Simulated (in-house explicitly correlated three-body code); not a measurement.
Computed with an exponentially correlated three-body code. Model: two electrons around a point charge, non-relativistic, variational in 260 exponentially correlated functions (energies converged to about 1e-7 hartree, or 1e-8 relative for large Z).

Command:
```bash
python run_hyl.py task.json out
```
Settings (lengths in bohr, energies in hartree):
```
Z                      3
nuclear_mass           3
interaction_strength   1
functions              260
states_tried           13
```

Run time, properties included: 41 s on 1 thread of Arm Neoverse V1, on a shared host.

**Those bound S and P states to n = 4 that converged, binding against the one-electron ion.**

Given: nuclear charge 3; mass of the centre 3 electron masses.

Computed: one-electron threshold -3.375 hartree.

```json
{"term": "1 1S", "energy (hartree)": "-5.46500316", "binding (eV)": "56.872"}
{"term": "2 3P", "energy (hartree)": "?", "binding (eV)": "?"}
{"term": "2 3S", "energy (hartree)": "-3.83828139", "binding (eV)": "12.607"}
{"term": "2 1S", "energy (hartree)": "-3.80254206", "binding (eV)": "11.634"}
{"term": "2 1P", "energy (hartree)": "-3.72486078", "binding (eV)": "9.5202"}
{"term": "3 3P", "energy (hartree)": "-3.57474477", "binding (eV)": "5.4353"}
{"term": "3 3S", "energy (hartree)": "-3.57009567", "binding (eV)": "5.3088"}
{"term": "3 1S", "energy (hartree)": "?", "binding (eV)": "?"}
{"term": "4 3S", "energy (hartree)": "-3.48208267", "binding (eV)": "2.9139"}
{"term": "4 1S", "energy (hartree)": "-3.47812638", "binding (eV)": "2.8062"}
```

Question: What belongs in the row 2 3P?

Answer: energy (hartree): -3.87227854; binding (eV): 13.532.

Question: What belongs in the row 3 1S?

Answer: energy (hartree): -3.56037364; binding (eV): 5.0443.

**Converged states only, values per electron or pair.**

| term | mean r (bohr) | mean r squared (bohr²) | mean inverse r (1/bohr) | mean r12 (bohr) | mean inverse r12 (1/bohr) | mean cosine | mean p1 dot p2 (bohr⁻²) | delta r1 (bohr⁻³) | delta r12 (bohr⁻³) |
| --- | --- | --- | --- | --- | --- | --- | --- | --- | --- |
| 1 1S | 0.75835 | 0.78112 | 2.0275 | 1.0869 | 1.2351 | 0.048254 | -0.19668 | 2.9279 | 0.24454 |
| 2 3P | ? | ? | ? | ? | ? | ? | ? | ? | - |
| 2 3S | ? | ? | ? | ? | ? | ? | ? | ? | - |
| 2 1S | 2.0958 | 7.5473 | 1.3315 | 3.5831 | 0.38371 | 0.011213 | -0.15371 | 1.9156 | 0.035156 |
| 2 1P | 2.188 | 8.3825 | 1.2963 | 3.7465 | 0.32791 | 0.036586 | -0.0089894 | 1.8403 | 0.0015916 |
| 3 3P | 3.8119 | 28.089 | 1.2233 | 6.9912 | 0.19007 | 0.0040808 | -0.12197 | 1.8076 | - |
| 3 3S | 4.1888 | 34.044 | 1.2177 | 7.7354 | 0.1658 | 0.015273 | -0.040571 | 1.8451 | - |
| 3 1S | 4.3851 | 37.585 | 1.2157 | 8.1268 | 0.17325 | 0.0099384 | -0.067894 | 1.8423 | 0.010169 |
| 4 3S | 7.3451 | 110.9 | 1.1766 | 14.036 | 0.095286 | 0.0091823 | -0.027772 | 1.826 | - |
| 4 1S | 7.6104 | 119.44 | 1.1757 | 14.566 | 0.098141 | 0.0069966 | -0.038471 | 1.8251 | 0.004239 |

Question: What belongs in the row 2 3P?

Answer: mean r (bohr): 1.5694; mean r squared (bohr²): 4.024; mean inverse r (1/bohr): 1.3701; mean r12 (bohr): 2.5923; mean inverse r12 (1/bohr): 0.47614; mean cosine: -0.033513; mean p1 dot p2 (bohr⁻²): -0.47147; delta r1 (bohr⁻³): 1.7589.

Question: What belongs in the row 2 3S?

Answer: mean r (bohr): 1.973; mean r squared (bohr²): 6.5468; mean inverse r (1/bohr): 1.3382; mean r12 (bohr): 3.3419; mean inverse r12 (1/bohr): 0.35236; mean cosine: 0.031372; mean p1 dot p2 (bohr⁻²): -0.042162; delta r1 (bohr⁻³): 1.9299.
